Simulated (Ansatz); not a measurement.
A short molecular-dynamics run on `[CH3][AlH][C](=N)Cl`.

```yaml
crystal:
  periodic: [false, false, false]
  atoms:
    - {symbol: C, position_ang: [-1.784050, -0.494178, 0.132847]}
    - {symbol: Al, position_ang: [0.128699, -0.516823, 0.432666]}
    - {symbol: C, position_ang: [1.323781, 0.797569, -0.459543]}
    - {symbol: N, position_ang: [2.570554, 0.923540, -0.378579]}
    - {symbol: Cl, position_ang: [0.480156, 1.951352, -1.520776]}
    - {symbol: H, position_ang: [-2.310553, -1.291111, 0.661952]}
    - {symbol: H, position_ang: [-2.004441, -0.584916, -0.935652]}
    - {symbol: H, position_ang: [-2.206543, 0.465000, 0.450110]}
    - {symbol: H, position_ang: [0.931327, -1.518499, 1.368136]}
    - {symbol: H, position_ang: [2.954072, 0.216964, 0.251739]}
basis:
  gaussian: {orbitals: def2-SVP}
hamiltonian: {xc: {name: r2SCAN}, dispersion: d3bjatm}
md: {timestep: 2 fs, n_steps: 50, ensemble: nve, temperature: 300, initial_velocities: maxwell_boltzmann, seed: 198}
```

```sh
$ ansatz run in.yaml --threads 4 --pin off --events-out ev --progress --plain --max-ram 10444MiB
```

```
step  time (fs)  potential energy (eV)  kinetic (eV)  T (K)  conserved (eV)
   0        0.0            -22752.1807        0.3102    300     -22751.8705
   1        2.0            -22752.1167        0.2642    255     -22751.8525
   2        4.0            -22752.0924        0.2313    224     -22751.8611
   3        6.0            -22752.0461        0.1875    181     -22751.8586
   4        8.0            -22752.0053        0.1551    150     -22751.8503
   5       10.0            -22752.0487        0.1809    175     -22751.8679
   6       12.0            -22752.0042        0.1538    149     -22751.8504
   7       14.0            -22752.0237        0.1603    155     -22751.8634
   8       16.0            -22751.9958        0.1384    134     -22751.8574
   9       18.0            -22751.9789        0.1266    122     -22751.8523
  10       20.0            -22752.0239        0.1575    152     -22751.8664
  11       22.0            -22752.0006        0.1509    146     -22751.8497
  12       24.0            -22752.0459        0.1804    174     -22751.8656
  13       26.0            -22752.0121        0.1555    150     -22751.8565
  14       28.0            -22751.9892        0.1349    130     -22751.8542
  15       30.0            -22752.0040        0.1394    135     -22751.8645
  16       32.0            -22751.9692        0.1209    117     -22751.8483
  17       34.0            -22752.0164        0.1513    146     -22751.8651
  18       36.0            -22751.9892        0.1342    130     -22751.8551
  19       38.0            -22751.9914        0.1372    133     -22751.8542
  20       40.0            -22752.0263        0.1602    155     -22751.8661
  21       42.0            -22751.9951        0.1490    144     -22751.8461
  22       44.0            -22752.0626        0.1958    189     -22751.8668
  23       46.0            -22752.0312        0.1774    172     -22751.8538
  24       48.0            -22752.0382        0.1839    178     -22751.8542
  25       50.0            -22752.0729        0.2055    199     -22751.8674
  26       52.0            -22752.0195        0.1759    170     -22751.8437
  27       54.0            -22752.0889        0.2214    214     -22751.8674
  28       56.0            -22752.0563        0.2027    196     -22751.8536
  29       58.0            -22752.0589        0.2043    198     -22751.8546
  30       60.0            -22752.0791        0.2101    203     -22751.8690
  31       62.0            -22751.9859        0.1443    140     -22751.8416
  32       64.0            -22752.0305        0.1640    159     -22751.8666
  33       66.0            -22751.9912        0.1403    136     -22751.8509
  34       68.0            -22752.0190        0.1646    159     -22751.8544
  35       70.0            -22752.0685        0.2004    194     -22751.8681
  36       72.0            -22752.0073        0.1634    158     -22751.8439
  37       74.0            -22752.0565        0.1904    184     -22751.8661
  38       76.0            -22752.0183        0.1669    161     -22751.8514
  39       78.0            -22752.0391        0.1865    180     -22751.8526
  40       80.0            -22752.1021        0.2347    227     -22751.8674
  41       82.0            -22752.0536        0.2081    201     -22751.8454
  42       84.0            -22752.0891        0.2217    214     -22751.8674
  43       86.0            -22752.0213        0.1684    163     -22751.8529
  44       88.0            -22751.9941        0.1428    138     -22751.8513
  45       90.0            -22752.0287        0.1629    158     -22751.8658
  46       92.0            -22751.9834        0.1392    135     -22751.8442
  47       94.0            -22752.0471        0.1799    174     -22751.8672
  48       96.0            -22752.0099        0.1564    151     -22751.8535
  49       98.0            -22751.9999        0.1466    142     -22751.8533
  50      100.0            -22752.0271        0.1628    157     -22751.8644
```

Velocities are drawn at the set temperature; a run this short doesn't reach equilibrium.

Frames (Å, forces in eV/Å):

```xyz
10
time=0.0 fs
C    -1.784   -0.494    0.133    0.323   -0.052    0.085
Al    0.129   -0.517    0.433   -0.034    0.015   -0.016
C     1.324    0.798   -0.460   -0.378   -0.337    0.217
N     2.571    0.924   -0.379    0.683    0.282   -0.129
Cl    0.480    1.951   -1.521   -0.295    0.283   -0.273
H    -2.311   -1.291    0.662   -0.193   -0.221    0.141
H    -2.004   -0.585   -0.936   -0.081   -0.013   -0.300
H    -2.207    0.465    0.450   -0.135    0.269    0.074
H     0.931   -1.518    1.368    0.010   -0.034    0.029
H     2.954    0.217    0.252    0.098   -0.192    0.171
10
time=6.0 fs
C    -1.816   -0.481    0.134    0.063   -1.041    1.196
Al    0.138   -0.550    0.447   -0.122    0.271   -0.195
C     1.327    0.827   -0.475    0.651   -0.988    1.082
N     2.596    0.911   -0.360   -0.772    0.792   -0.342
Cl    0.472    1.966   -1.539    0.092    0.101   -0.287
H    -2.439   -1.264    0.683    0.769    0.642   -0.668
H    -1.977   -0.587   -0.949   -0.280    0.267   -0.059
H    -2.181    0.486    0.521   -0.052    0.144   -0.429
H     0.997   -1.581    1.339   -0.168    0.166   -0.120
H     2.962    0.298    0.376   -0.179   -0.353   -0.178
10
time=12.0 fs
C    -1.836   -0.481    0.153    1.576    1.658   -1.169
Al    0.146   -0.580    0.458   -0.608    0.820   -0.726
C     1.345    0.831   -0.463   -0.144   -0.760    0.752
N     2.608    0.915   -0.347   -0.526    0.346    0.231
Cl    0.465    1.981   -1.559    0.377   -0.272    0.059
H    -2.456   -1.200    0.614   -0.922   -1.180    0.808
H    -2.023   -0.509   -0.957    0.137    0.003    0.642
H    -2.166    0.544    0.467    0.122   -0.510   -0.123
H     1.017   -1.602    1.281    0.038   -0.127    0.144
H     2.910    0.286    0.425   -0.050    0.023   -0.619
10
time=18.0 fs
C    -1.827   -0.467    0.165    0.215   -1.117    0.701
Al    0.146   -0.600    0.460   -0.515    0.653   -0.638
C     1.358    0.813   -0.430   -1.155   -0.140   -0.152
N     2.605    0.931   -0.334   -0.077    0.166    0.016
Cl    0.462    1.993   -1.579    0.438   -0.580    0.542
H    -2.527   -1.241    0.626    0.838    0.906   -0.312
H    -2.049   -0.442   -0.896    0.105   -0.359   -0.888
H    -2.148    0.541    0.413   -0.210    0.533    0.678
H     1.038   -1.651    1.259   -0.118    0.031    0.016
H     2.880    0.219    0.351    0.481   -0.095    0.038
10
time=24.0 fs
C    -1.806   -0.457    0.176    0.015    0.695   -0.453
Al    0.140   -0.611    0.455   -0.231    0.395   -0.362
C     1.343    0.791   -0.400    0.139    0.346   -0.567
N     2.598    0.949   -0.319   -0.822   -0.302   -0.186
Cl    0.462    2.000   -1.594    0.387   -0.736    0.902
H    -2.488   -1.177    0.645    0.107   -0.204    0.092
H    -2.012   -0.473   -0.934    0.171    0.027    0.682
H    -2.147    0.564    0.511    0.286   -0.547   -0.236
H     1.022   -1.692    1.246   -0.170    0.121   -0.071
H     2.972    0.171    0.245    0.120    0.204    0.198
10
time=30.0 fs
C    -1.778   -0.437    0.184    0.551   -0.300    0.408
Al    0.130   -0.617    0.444   -0.015    0.532   -0.348
C     1.330    0.777   -0.385    0.436    0.279   -0.558
N     2.574    0.958   -0.306   -0.133   -0.365   -0.258
Cl    0.467    1.999   -1.600    0.214   -0.696    0.919
H    -2.407   -1.167    0.685   -0.199   -0.546    0.144
H    -1.946   -0.503   -0.893   -0.296    0.263   -0.355
H    -2.096    0.527    0.579   -0.134    0.590   -0.241
H     0.959   -1.705    1.217    0.115   -0.179    0.127
H     3.093    0.205    0.185   -0.539    0.422    0.161
10
time=36.0 fs
C    -1.745   -0.424    0.201   -1.141   -0.939    0.544
Al    0.122   -0.617    0.430    0.820    0.208   -0.086
C     1.326    0.771   -0.387   -0.773    0.073   -0.504
N     2.545    0.965   -0.304    1.074    0.486   -0.372
Cl    0.473    1.992   -1.597    0.001   -0.628    0.701
H    -2.333   -1.259    0.731    0.523    1.201   -0.700
H    -1.957   -0.455   -0.885   -0.142   -0.019    0.092
H    -2.064    0.579    0.550   -0.117   -0.248   -0.008
H     0.919   -1.758    1.218   -0.049    0.114   -0.079
H     3.100    0.300    0.230   -0.198   -0.248    0.412
10
time=42.0 fs
C    -1.729   -0.420    0.221   -0.014    1.801   -1.617
Al    0.123   -0.613    0.414    0.919    0.134   -0.050
C     1.305    0.769   -0.403    0.251    0.548   -0.476
N     2.540    0.979   -0.307    0.177    0.173    0.139
Cl    0.480    1.979   -1.587   -0.065   -0.686    0.498
H    -2.252   -1.191    0.695   -1.383   -1.371    1.058
H    -2.013   -0.410   -0.856    0.174   -0.236    0.182
H    -2.072    0.589    0.525   -0.001   -0.234    0.339
H     0.871   -1.783    1.199    0.036    0.111   -0.064
H     3.002    0.360    0.367   -0.096   -0.239   -0.010
10
time=48.0 fs
C    -1.733   -0.401    0.222   -1.618   -1.124    0.911
Al    0.135   -0.608    0.397    0.291    0.253   -0.108
C     1.290    0.783   -0.433    0.900    0.712   -0.277
N     2.542    0.995   -0.304   -0.605   -0.464    0.906
Cl    0.486    1.959   -1.573   -0.178   -0.482    0.106
H    -2.354   -1.202    0.765    0.783    0.873   -0.648
H    -2.040   -0.435   -0.828   -0.098    0.041   -0.369
H    -2.095    0.561    0.607    0.028    0.247    0.005
H     0.841   -1.778    1.164    0.277   -0.130    0.107
H     2.854    0.372    0.473    0.218    0.074   -0.633
10
time=54.0 fs
C    -1.771   -0.393    0.230   -0.197    0.054    0.104
Al    0.151   -0.600    0.379   -0.177    0.035   -0.032
C     1.296    0.813   -0.469   -0.230   -0.444    0.416
N     2.531    1.006   -0.286    0.378    0.165    0.377
Cl    0.490    1.935   -1.558   -0.430    0.245   -0.510
H    -2.371   -1.135    0.769    0.026   -0.349    0.026
H    -2.072   -0.442   -0.840   -0.025    0.283    0.303
H    -2.093    0.573    0.675    0.124   -0.002   -0.462
H     0.891   -1.796    1.152    0.042    0.240   -0.125
H     2.805    0.345    0.449    0.489   -0.228   -0.098
10
time=60.0 fs
C    -1.812   -0.387    0.244    1.040    0.204   -0.224
Al    0.164   -0.591    0.360   -0.699    0.173   -0.261
C     1.300    0.831   -0.493    0.153   -1.502    1.231
N     2.528    1.017   -0.256    0.596    0.402   -0.262
Cl    0.490    1.913   -1.547   -0.654    1.010   -0.917
H    -2.374   -1.155    0.772   -0.297   -0.202    0.228
H    -2.125   -0.371   -0.813   -0.016   -0.087   -0.063
H    -2.066    0.615    0.626   -0.124    0.002    0.150
H     0.963   -1.750    1.108    0.016    0.077   -0.015
H     2.889    0.282    0.358   -0.016   -0.077    0.133
10
time=66.0 fs
C    -1.830   -0.378    0.255    0.225   -0.920    0.520
Al    0.169   -0.580    0.338   -1.018    0.004   -0.182
C     1.309    0.810   -0.485    1.007   -0.800    0.862
N     2.540    1.035   -0.230    0.034   -0.351   -0.429
Cl    0.483    1.901   -1.545   -0.534    0.929   -0.611
H    -2.428   -1.194    0.811    0.735    1.274   -0.682
H    -2.180   -0.327   -0.790    0.066   -0.292   -0.118
H    -2.073    0.639    0.614   -0.105   -0.154    0.383
H     1.042   -1.679    1.060   -0.008   -0.168    0.124
H     2.959    0.229    0.275   -0.402    0.477    0.133
10
time=72.0 fs
C    -1.828   -0.374    0.266    1.572    1.493   -1.068
Al    0.162   -0.569    0.315   -0.805   -0.631    0.373
C     1.343    0.767   -0.453    0.110    0.624   -0.344
N     2.551    1.050   -0.217    0.209   -0.331   -0.320
Cl    0.472    1.897   -1.549   -0.222    0.277   -0.095
H    -2.409   -1.068    0.789   -0.989   -1.723    1.129
H    -2.202   -0.365   -0.778    0.158    0.105    0.139
H    -2.104    0.606    0.703    0.162    0.058   -0.203
H     1.107   -1.652    1.044   -0.336    0.016   -0.042
H     2.952    0.252    0.290    0.143    0.112    0.431
10
time=78.0 fs
C    -1.805   -0.360    0.272   -0.709   -1.095    1.055
Al    0.144   -0.566    0.295   -0.419   -0.492    0.439
C     1.381    0.739   -0.429   -0.660    1.041   -0.717
N     2.569    1.056   -0.210    0.603   -0.139    0.129
Cl    0.458    1.896   -1.554    0.055   -0.165    0.068
H    -2.425   -1.134    0.867    1.045    0.763   -0.824
H    -2.193   -0.379   -0.759   -0.054    0.198   -0.027
H    -2.096    0.597    0.745    0.120    0.132   -0.317
H     1.071   -1.633    1.024   -0.206   -0.230    0.083
H     2.967    0.344    0.415    0.226   -0.013    0.111
10
time=84.0 fs
C    -1.788   -0.357    0.291    0.207    0.217   -0.471
Al    0.121   -0.569    0.281    0.357   -0.189    0.295
C     1.403    0.741   -0.424    0.136    0.776   -0.038
N     2.601    1.055   -0.199   -0.191   -0.014    0.296
Cl    0.445    1.894   -1.559    0.335   -0.330    0.061
H    -2.269   -1.164    0.843   -0.335   -0.126    0.254
H    -2.189   -0.335   -0.733   -0.067   -0.119   -0.132
H    -2.048    0.630    0.697   -0.099    0.034    0.267
H     0.963   -1.687    1.028   -0.104   -0.220    0.050
H     3.025    0.468    0.546   -0.239   -0.029   -0.581
10
time=90.0 fs
C    -1.769   -0.351    0.299   -0.516    0.731   -0.750
Al    0.103   -0.575    0.271    1.287   -0.231    0.294
C     1.427    0.764   -0.420   -0.090    0.022    0.453
N     2.626    1.059   -0.186   -0.581    0.689   -0.371
Cl    0.435    1.889   -1.563    0.511   -0.301    0.075
H    -2.195   -1.184    0.863   -0.450    0.015    0.226
H    -2.200   -0.323   -0.726    0.052   -0.178    0.280
H    -2.023    0.651    0.713   -0.066   -0.440    0.164
H     0.815   -1.804    1.042   -0.086    0.172   -0.206
H     3.057    0.522    0.569   -0.059   -0.479   -0.164
10
time=96.0 fs
C    -1.763   -0.334    0.293   -1.173   -1.125    1.124
Al    0.100   -0.583    0.265    1.127    0.058    0.079
C     1.446    0.787   -0.404   -0.990   -0.465    0.248
N     2.640    1.077   -0.180   -0.037    0.606   -0.370
Cl    0.431    1.880   -1.566    0.583   -0.251    0.242
H    -2.236   -1.169    0.929    0.555    0.913   -0.855
H    -2.225   -0.362   -0.693   -0.306    0.150   -0.321
H    -2.035    0.599    0.798   -0.155    0.394   -0.101
H     0.650   -1.881    0.996    0.311   -0.024   -0.084
H     3.054    0.447    0.507    0.087   -0.256    0.038
10
time=100.0 fs
C    -1.774   -0.327    0.296   -1.034    0.468    0.077
Al    0.106   -0.589    0.261    0.593    0.166   -0.038
C     1.445    0.797   -0.390   -0.562   -0.242    0.018
N     2.649    1.096   -0.179   -0.330   -0.278   -0.137
Cl    0.430    1.873   -1.567    0.579   -0.244    0.422
H    -2.240   -1.109    0.912    0.042   -0.343   -0.020
H    -2.280   -0.366   -0.698    0.179    0.285    0.425
H    -2.065    0.608    0.835    0.114   -0.098   -0.591
H     0.589   -1.929    0.945    0.432   -0.081   -0.042
H     3.046    0.365    0.440   -0.012    0.366   -0.113
```

It took 41 s on 4 threads of an INTEL XEON PLATINUM 8581C on a shared host, with 0.19 GiB of host memory at the peak.
